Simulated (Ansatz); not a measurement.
Reactions of BrH$_{3}$OSSi, SMILES `O[SiH](S)Br`.

Program: Ansatz. Geometries: PBE0-D4/def2-TZVP. ΔE: electronic, gas phase. CBS: MP2 limit from def2 TZ/QZ plus the TZ coupled-cluster correction, frozen cores. This one scheme is used for every species. DFT in def2-TZVPP. def2 core potentials past Kr. For Br, Sn outer-core shells are correlated without core-valence functions, which leaves a few kJ/mol of doubt a bond. Scalar relativity is left out up to krypton. Each species was taken in one conformer, which may not be the lowest.

```
                                                                      reaction  ωB97M-V (eV)  CCSD/CBS(def2) (eV)  PBE0-D4 (eV)  CCSD(T)/CBS(def2) (eV)
                       `O[SiH](S)Br` + `N[Si]Cl` → `O[Si](S)(Cl)Br` + `N[SiH]`          0.49                 0.47          0.48                    0.47
                                  `O[SiH](S)Br` + CH₃OH → `CO[SiH](O)Br` + H₂S         -0.58                -0.59         -0.46                   -0.56
                                     `O[SiH](S)Br` + CH₄ → `C[SiH](S)Br` + H₂O          1.04                 1.02          0.98                    1.01
`O[SiH](S)Br` + `[CH3][SnH]([OH])[Cl]` → `C[SiH](S)Br` + `[OH][SnH]([OH])[Cl]`          0.65                 0.67          0.63                    0.65
```

Largest T1 diagnostic: 0.015, for `N[SiH]`.
